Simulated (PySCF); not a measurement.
PySCF job for CH₅NSi, SMILES C[Si]N (connectivity only; charge and spin as stated), neutral, multiplicity 1, TDDFT-LC-ωPBE/def2-SVPD. Geometry: TPSSh-D3(BJ)/def2-TZVP. One conformer was computed; it need not be the lowest.

```python
import numpy as np
from pyscf import gto, scf, dft, tdscf

mol = gto.M(
    atom='''
    Si   -0.19560004   -0.05833863    0.67974898
    C     0.57984664    1.33862822   -0.37189810
    H    -0.00875724    2.25713833   -0.26208845
    H     0.68067655    1.11884618   -1.43992908
    H     1.57579572    1.57423989    0.02461002
    N    -0.32127192   -1.26055976   -0.53663930
    H    -0.04412571   -1.16146792   -1.50608379
    H    -0.69536513   -2.17986680   -0.34513073
    ''',
    basis='def2-SVPD',
    charge=0,
    spin=0,
    max_memory=1600,
    verbose=4,
)
mf = dft.RKS(mol, xc='lc_wpbe').density_fit(auxbasis='def2-universal-jkfit')
mf.grids.level = 3
mf.conv_tol = 1e-9
mf.max_cycle = 100
mf.kernel()
mf.grids = dft.Grids(mol).set(level=1).build(with_non0tab=True)  # coarser grid for the response kernel
td = tdscf.TDDFT(mf)
td.singlet = True
td.nstates = 10
td.conv_tol = 1e-4
td.kernel(x0=td.get_init_guess(mf, 15))
td.analyze()
tt = tdscf.TDA(mf)
tt.singlet = False
tt.nstates = 4
tt.conv_tol = 1e-4
tt.kernel(x0=tt.get_init_guess(mf, 9))
tt.analyze(verbose=3)
```

Program output:

```
PySCF version 2.14.0

[INPUT] verbose = 4
[INPUT] num. atoms = 8
[INPUT] num. electrons = 32
[INPUT] charge = 0
[INPUT] spin (= nelec alpha-beta = 2S) = 0
[INPUT] symmetry False subgroup None
[INPUT] Mole.unit = angstrom
[INPUT] Symbol           X                Y                Z      unit          X                Y                Z       unit  Magmom
[INPUT]  1 Si    -0.195600040000  -0.058338630000   0.679748980000 AA   -0.369630505554  -0.110244033182   1.284539405652 Bohr   0.0
[INPUT]  2 C      0.579846640000   1.338628220000  -0.371898100000 AA    1.095751343849   2.529640718414  -0.702785555246 Bohr   0.0
[INPUT]  3 H     -0.008757240000   2.257138330000  -0.262088450000 AA   -0.016548785207   4.265373268958  -0.495275390912 Bohr   0.0
[INPUT]  4 H      0.680676550000   1.118846180000  -1.439929080000 AA    1.286292258914   2.114312855716  -2.721071599997 Bohr   0.0
[INPUT]  5 H      1.575795720000   1.574239890000   0.024610020000 AA    2.977822339062   2.974882246465   0.046506197720 Bohr   0.0
[INPUT]  6 N     -0.321271920000  -1.260559760000  -0.536639300000 AA   -0.607115940313  -2.382112710047  -1.014101304678 Bohr   0.0
[INPUT]  7 H     -0.044125710000  -1.161467920000  -1.506083790000 AA   -0.083385506952  -2.194856271268  -2.846085883747 Bohr   0.0
[INPUT]  8 H     -0.695365130000  -2.179866800000  -0.345130730000 AA   -1.314049652273  -4.119351240032  -0.652202556871 Bohr   0.0

nuclear repulsion = 100.004002753742
number of shells = 46
number of NR pGTOs = 152
number of NR cGTOs = 104
basis = def2-SVPD
ecp = {}


******** <class 'pyscf.df.df_jk.DFRKS'> ********
method = DFRKS
initial guess = minao
damping factor = 0
level_shift factor = 0
DIIS = <class 'pyscf.scf.diis.CDIIS'>
diis_start_cycle = 1
diis_space = 8
diis_damp = 0
SCF conv_tol = 1e-09
SCF conv_tol_grad = None
SCF max_cycles = 100
direct_scf = False
XC library pyscf.dft.libxc version 7.1.2
    S. Lehtola, C. Steigemann, M. J. T. Oliveira, and M. A. L. Marques,  SoftwareX 7, 1–5 (2018)
XC functionals = lc_wpbe
    O. A. Vydrov and G. E. Scuseria,  J. Chem. Phys. 125, 234109 (2006)
radial grids:
    Treutler-Ahlrichs [JCP 102, 346 (1995); DOI:10.1063/1.469408] (M4) radial grids

becke partition: Becke, JCP 88, 2547 (1988); DOI:10.1063/1.454033
pruning grids: <function nwchem_prune>
grids dens level: 3
symmetrized grids: False
atomic radii adjust function: <function treutler_atomic_radii_adjust>
small_rho_cutoff = 0
Set gradient conv threshold to 3.16228e-05
Initial guess from minao.
tot grids = 96240
Create RSH-DF object <pyscf.df.df.DF object> for omega=0.4
******** <class 'pyscf.df.df.DF'> ********
auxbasis = auxmol.basis = def2-universal-jkfit
init E= -385.022568396722
  HOMO = -0.236385317975611  LUMO = -0.0516128580364748  gap/eV = 5.02791
cycle= 1 E= -385.017415022494  delta_E= 0.00515  |g|= 0.325  |ddm|= 3.06
  HOMO = -0.305276765283494  LUMO = 0.0488198796132546  gap/eV = 9.63546
cycle= 2 E= -385.030986685611  delta_E= -0.0136  |g|= 0.258  |ddm|= 0.532
  HOMO = -0.316389748189901  LUMO = 0.0391653562012602  gap/eV = 9.67515
cycle= 3 E= -385.045389911993  delta_E= -0.0144  |g|= 0.0404  |ddm|= 0.225
  HOMO = -0.31848242930711  LUMO = 0.040550176406378  gap/eV = 9.76977
cycle= 4 E= -385.045872440005  delta_E= -0.000483  |g|= 0.0164  |ddm|= 0.0726
  HOMO = -0.317106512598228  LUMO = 0.0414703389280113  gap/eV = 9.75737
cycle= 5 E= -385.04595701396  delta_E= -8.46e-05  |g|= 0.00305  |ddm|= 0.0295
  HOMO = -0.31710953762502  LUMO = 0.0415308782097976  gap/eV = 9.75910
cycle= 6 E= -385.045962365127  delta_E= -5.35e-06  |g|= 0.000718  |ddm|= 0.0139
  HOMO = -0.317230300612405  LUMO = 0.0413929562788717  gap/eV = 9.75864
cycle= 7 E= -385.045962799818  delta_E= -4.35e-07  |g|= 0.000179  |ddm|= 0.00595
  HOMO = -0.317193663374759  LUMO = 0.0414247949767224  gap/eV = 9.75851
cycle= 8 E= -385.045962823992  delta_E= -2.42e-08  |g|= 4.94e-05  |ddm|= 0.00191
  HOMO = -0.317202219562554  LUMO = 0.0414157442601364  gap/eV = 9.75849
cycle= 9 E= -385.045962826223  delta_E= -2.23e-09  |g|= 9.73e-06  |ddm|= 0.000531
  HOMO = -0.317201376836677  LUMO = 0.0414161807473343  gap/eV = 9.75848
cycle= 10 E= -385.045962826331  delta_E= -1.08e-10  |g|= 2.52e-06  |ddm|= 8.17e-05
  HOMO = -0.317201556109379  LUMO = 0.0414159956402114  gap/eV = 9.75848
Extra cycle  E= -385.045962826334  delta_E= -2.84e-12  |g|= 1.13e-06  |ddm|= 9.33e-06
converged SCF energy = -385.045962826334
tot grids = 29072


******** <class 'pyscf.tdscf.rks.TDDFT'> for <class 'pyscf.df.df_jk.DFRKS'> ********
nstates = 10 singlet
deg_eia_thresh = 1.000e-03
wfnsym = None
conv_tol = 0.0001
eigh lindep = 1e-12
eigh level_shift = 0
eigh max_cycle = 100


Excitation energies (eV)
[3.81635879 6.25289824 6.82474412 7.07670984 7.31713949 7.38701034
 7.87479439 7.96685368 8.66137426 8.7584386 ]

** Singlet excitation energies and oscillator strengths **
Excited State   1:      3.81636 eV    324.88 nm  f=0.0451
      16 -> 17       -0.70349
Excited State   2:      6.25290 eV    198.28 nm  f=0.1303
      15 -> 17       -0.18752
      16 -> 18        0.50127
      16 -> 19       -0.39409
      16 -> 21        0.20504
Excited State   3:      6.82474 eV    181.67 nm  f=0.1178
      16 -> 18        0.39538
      16 -> 19        0.53585
      16 -> 20       -0.15793
Excited State   4:      7.07671 eV    175.20 nm  f=0.1896
      15 -> 17       -0.66141
      16 -> 18       -0.17886
      16 -> 21       -0.10387
Excited State   5:      7.31714 eV    169.44 nm  f=0.3549
      16 -> 19        0.12630
      16 -> 20        0.54305
      16 -> 21        0.35349
      16 -> 22        0.17387
      16 -> 23        0.11270
Excited State   6:      7.38701 eV    167.84 nm  f=0.0273
      14 -> 17       -0.68931
Excited State   7:      7.87479 eV    157.44 nm  f=0.0774
      16 -> 18        0.20175
      16 -> 20        0.40180
      16 -> 21       -0.47840
      16 -> 22       -0.11824
      16 -> 23       -0.16913
Excited State   8:      7.96685 eV    155.63 nm  f=0.0477
      15 -> 18       -0.63065
      15 -> 19        0.25306
      15 -> 20       -0.10839
Excited State   9:      8.66137 eV    143.15 nm  f=0.1023
      16 -> 23        0.14257
      16 -> 24       -0.54636
      16 -> 25        0.36933
Excited State  10:      8.75844 eV    141.56 nm  f=0.0522
      14 -> 18        0.12357
      16 -> 19        0.13193
      16 -> 21        0.18142
      16 -> 22       -0.62055
      16 -> 26       -0.10389

** Transition electric dipole moments (AU) **
state          X           Y           Z        Dip. S.      Osc.
  1        -0.6355      0.2286     -0.1614      0.4821      0.0451
  2        -0.3230     -0.8601      0.0803      0.8506      0.1303
  3         0.2964      0.7853     -0.0014      0.7046      0.1178
  4         0.1279      0.8175      0.6396      1.0937      0.1896
  5         0.4638      0.3861     -1.2710      1.9796      0.3549
  6         0.3712     -0.1064      0.0409      0.1507      0.0273
  7         0.1004     -0.1201     -0.6137      0.4011      0.0774
  8         0.4498     -0.1463      0.1429      0.2441      0.0477
  9         0.6060     -0.2986      0.1602      0.4821      0.1023
 10        -0.2615     -0.3721      0.1907      0.2433      0.0522

** Transition velocity dipole moments (imaginary part, AU) **
state          X           Y           Z        Dip. S.      Osc.
  1        -0.0921      0.0331     -0.0234      0.0101      0.0481
  2        -0.0766     -0.2035      0.0207      0.0477      0.1384
  3         0.0771      0.2040      0.0004      0.0476      0.1264
  4         0.0337      0.2158      0.1687      0.0762      0.1953
  5         0.1284      0.1071     -0.3520      0.1519      0.3765
  6         0.1027     -0.0292      0.0113      0.0115      0.0283
  7         0.0309     -0.0336     -0.1819      0.0352      0.0810
  8         0.1416     -0.0465      0.0446      0.0242      0.0551
  9         0.2003     -0.0982      0.0536      0.0526      0.1102
 10        -0.0860     -0.1222      0.0621      0.0262      0.0542

** Transition magnetic dipole moments (imaginary part, AU) **
state          X           Y           Z
  1         0.3535      1.3730      0.5486
  2        -1.1631      0.4033     -0.2923
  3         0.6996     -0.2600      0.1762
  4         0.6548     -0.2353      0.1759
  5         0.1241     -0.0460      0.0001
  6        -0.4262     -0.4935      1.0814
  7        -0.1398      0.1036     -0.0720
  8         0.1391      0.0486     -0.4030
  9        -0.2477     -0.4170      0.0679
 10        -0.5331      0.2399     -0.1509


******** <class 'pyscf.tdscf.rks.TDA'> for <class 'pyscf.df.df_jk.DFRKS'> ********
nstates = 4 triplet
deg_eia_thresh = 1.000e-03
wfnsym = None
conv_tol = 0.0001
eigh lindep = 1e-12
eigh level_shift = 0
eigh max_cycle = 100


Excitation energies (eV)
[2.16558983 4.77340834 5.35822752 6.23125175]

** Triplet excitation energies and oscillator strengths **
Excited State   1:      2.16559 eV    572.52 nm  f=0.0000
Excited State   2:      4.77341 eV    259.74 nm  f=0.0000
Excited State   3:      5.35823 eV    231.39 nm  f=0.0000
Excited State   4:      6.23125 eV    198.97 nm  f=0.0000
```

The run converged.

Cost: roughly 80 core-seconds.
